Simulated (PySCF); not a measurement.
Here is a job for PySCF.
```python
from pyscf import gto, scf, dft

mol = gto.M(
    atom='''
C     1.058338    0.477277    0.971104
C     0.965020   -0.698687    0.011919
Si   -0.842119   -0.379769   -0.772707
C    -0.318791    0.990116    0.581044
H     1.863183    1.167646    0.738062
H     1.135847    0.184821    2.013771
H     1.689762   -0.659652   -0.796696
H     0.945722   -1.665050    0.508312
H    -1.879580   -1.310922   -0.349899
H    -0.850387    0.079794   -2.155050
H    -0.299120    1.956646    0.084993
H    -1.043160    0.951249    1.390001
''',
    basis='3-21g',
    charge=1,
    spin=1,
    verbose=4,
)

mf = dft.UKS(mol)
mf.xc = 'b3lyp'
mf.disp = 'd3zero'
mf.kernel()
```

Task: What does this run give for the Mulliken (on the basis functions themselves) charges in atom order, nuclear repulsion energy, HOMO energy, <S^2>, total energy?

Result: 
```yaml
Mulliken (on the basis functions themselves) charges in atom order: C1 -0.36, C2 -0.72, Si3 0.99, C4 -0.72, H5 0.28, H6 0.28, H7 0.33, H8 0.33, H9 -0.03, H10 -0.03, H11 0.33, H12 0.33
nuclear_repulsion_energy: 165.2511 Eh
HOMO energy: -13.32 eV
"<S^2>": 0.752
total_energy: -406.1069 Eh
```

These values belong to the state on which the SCF converged, which isn't shown to be the lowest.

Task: Roughly what does it cost on one core?

Result: about 10 core-seconds (a rough figure).
